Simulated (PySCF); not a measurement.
C₃H₇O (SMILES [CH2]COC), doublet, at a GFN2-xTB geometry. Base run: DF-M062X/def2-SV(P) (PySCF).

PySCF was given this input:
```python
from pyscf import gto, scf, dft

mol = gto.M(
    atom='''
C     1.42045454   -0.07797504    0.80082338
C     0.62253858   -0.57672706   -0.33257488
O    -0.40465608    0.29361071   -0.75241760
C    -1.46210153    0.39205968    0.16817499
H     2.09719935   -0.73733592    1.30573689
H     1.43775174    0.97000712    1.02387976
H     1.25461016   -0.70377724   -1.22987282
H     0.20594725   -1.57534352   -0.09935914
H    -1.11764065    0.75992211    1.14103815
H    -2.17690498    1.09473276   -0.25503038
H    -1.94906388   -0.58123639    0.31440752
''',
    basis='def2-sv(p)',
    spin=1,
    verbose=4,
)

mf = dft.UKS(mol)
mf.xc = 'm062x'
mf = mf.density_fit(auxbasis='def2-universal-jkfit')
mf.kernel()
```

The base run was repeated with changes; each row names its change, and settings that it needs were set with it.

```
change                 basis functions      E (Eh)  HOMO (eV)  dipole (D)  core-seconds (rough)
---------------------  ---------------  ----------  ---------  ----------  --------------------
base                                70  -193.40633      -7.19        1.26                    30
basis = STO-3G                      27  -191.17989      -5.59        1.11                    10
basis = 3-21G                       50  -192.50203      -7.03        1.42                    10
basis = 6-31G                       50  -193.50896      -7.08        1.60                    10
basis = 6-31G*                      70           ?          ?           ?                    20
basis = 6-31+G*                     86  -193.57360      -7.21        1.35                    20
basis = pcseg-1                     91  -193.53404      -7.21        1.33                    20
basis = def2-SVP                    91           ?          ?        1.26                    20
basis = cc-pVDZ                     91           ?          ?           ?                    20
basis = 6-311+G(2d,p)                ?           ?          ?        1.26                    50
basis = def2-TZVP                  166  -193.65046      -7.24        1.19                    50
basis = cc-pVTZ                    218  -193.64910      -7.23        1.17                    60
basis = pcseg-2                    218  -193.65424      -7.26        1.22                    80
```

### Question
Complete the blanks.

### Answer

- basis = 6-31G*, E (Eh): -193.56483
- basis = 6-31G*, HOMO (eV): -7.02
- basis = 6-31G*, dipole (D): 1.25
- basis = def2-SVP, E (Eh): -193.42095
- basis = def2-SVP, HOMO (eV): -7.17
- basis = cc-pVDZ, E (Eh): -193.58139
- basis = cc-pVDZ, HOMO (eV): -7.06
- basis = cc-pVDZ, dipole (D): 1.14
- basis = 6-311+G(2d,p), basis functions: 150
- basis = 6-311+G(2d,p), E (Eh): -193.63560
- basis = 6-311+G(2d,p), HOMO (eV): -7.25

Totals compare only among sets that treat the same electrons; sets with core potentials leave the core out.

Open shells are given as the SCF converged; they aren't shown to be the lowest states, and a large step between rows can be another state.
